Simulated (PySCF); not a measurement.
Al(Cl)(OH)(SeH) (AlClH2OSe), SMILES [OH][Al]([Cl])[SeH]. Coordinates come from a PBE-D3(BJ)/def2-SVP optimisation. The structure was generated by enumeration; whether it is a known compound was not checked. The values are those of a single conformer.

Calculation: PBE-D3(BJ)/def2-SVP in PySCF 2.14.0.

Harmonic wavenumbers (cm⁻¹): 107, 172, 200, 225, 311, 337, 528, 561, 619, 869, 2355, 3807. Rotational constants (GHz): 4.062, 1.278, 0.9719; symmetry number 1.

Question: Work out the zero-point energy and the ideal-gas rigid-rotor harmonic-oscillator thermochemistry at 298.15 K and 1 atm.

Answer: ZPE = ½ Σ hcν = ½ × 10090 cm⁻¹ = 60.35 kJ/mol. H − E(el) = 80.22 kJ/mol. Entropy in J/(mol K): translation 172.00, rotation 119.43, vibration 58.85, total 350.28. G − E(el) = -24.21 kJ/mol. Cp = 94.18 J/(mol K). Modes under 150 cm⁻¹ make the vibrational entropy uncertain.
